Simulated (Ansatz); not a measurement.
Job for Ansatz (a program for electronic structure): R-BHLYP/def2-TZVPPD on HCl (SMILES Cl). The basis file is the Basis Set Exchange's JSON of that set.

Ansatz 0.2 input:
```yaml
crystal:
  periodic: [false, false, false]
  atoms:
    - {symbol: Cl, position_ang: [-0.00000000, -0.00000000, 0.64100645]}
    - {symbol: H, position_ang: [0.00000000, 0.00000000, -0.64100645]}
basis:
  gaussian:
    orbitals: def2-TZVPPD.json
hamiltonian:
  xc: {name: BHLYP}
scf: {lower_state_search: off}
```

Program output:

```
WARN ansatz: RAYON_NUM_THREADS=1 ignored (pool sized by the plan → 1); use --threads N
Functional definition: BHLYP
these checks for a lower state are left out or cut short: stability, starts, cluster_reference, orbital_swaps, neighbouring_geometries, increment
integrals: 0.01 GiB planned
414 factors; their error is unknown
mean field: 0.12 GiB planned
mean field evaluation 1: about -12539.1731 eV, gradient 9.4e0 eV
mean field evaluation 2: about -12539.3290 eV, gradient 7.1e0 eV
mean field evaluation 4: about -12539.4238 eV, gradient 1.7e-1 eV
mean field evaluation 8: about -12539.5013 eV, gradient 1.2e-3 eV
mean field -12539.50133124 eV, -460.8181743438 hartree, gradient 5.1e-6 eV, S^2 0.000000; 0 other end points of the search recorded, 0 dependent functions left out
reference -12539.50146401 eV, -460.8181792228 hartree; 9, 9 occupied and 59, 59 virtual orbitals, 414 factors
Total energy: -12539.50146401 eV, -460.8181792228 hartree
Checks for a lower state left out: stability, starts, cluster_reference, orbital_swaps, neighbouring_geometries, increment
```

Self-consistency was reached.

Cost: around 0.5 core-seconds (rough).
